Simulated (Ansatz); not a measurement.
Results of the Gaussian-basis code of Ansatz.

A structure relaxed at PBE0-D4/def2-TZVP, charge 0, multiplicity 1:

Cartesian coordinates in Å:
```
F -0.4356 2.5832 -0.9808
Si -0.5885 1.4866 0.1579
O 0.1465 0.1361 -0.3758
Si 0.6237 -1.3977 -0.2834
Cl 1.8267 -1.6444 1.3409
Cl -1.0002 -2.6098 -0.0843
H 0.0961 1.9836 1.3676
H -2.0286 1.2288 0.3560
H 1.3598 -1.7664 -1.4981
```

Q: Give its formula and SMILES.

A: Cl2FH3OSi2, `F[SiH2]O[SiH](Cl)Cl`.

Q: Point group (tolerance 0.08 Å, 0.16 Å for H)?

A: Cs.

Q: Summarise the bond lengths by kind.

A: 1 × F–Si 1.588 Å; 2 × O–Si 1.609 to 1.627 Å; 3 × H–Si 1.467 to 1.476 Å; 2 × Cl–Si 2.036 Å.
